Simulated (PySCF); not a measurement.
Calculation: PBE-D3(BJ)/def2-TZVP // B3LYP-D3(BJ)/def2-TZVP run with PySCF. Isolated molecules, 0 K electronic values unless said otherwise. 

Reference species (SMILES): `[GeH4]` (neutral, multiplicity 1).

| Property | Result |
|---|---|
| dipole moment | 0.00 D |

Changed species: `[GeH3][F]` (whole molecule; the reference has whole molecule).

Task: Give the shifts of the dipole moment.

Result: the dipole moment rises by 2.04 D, to 2.04 D.
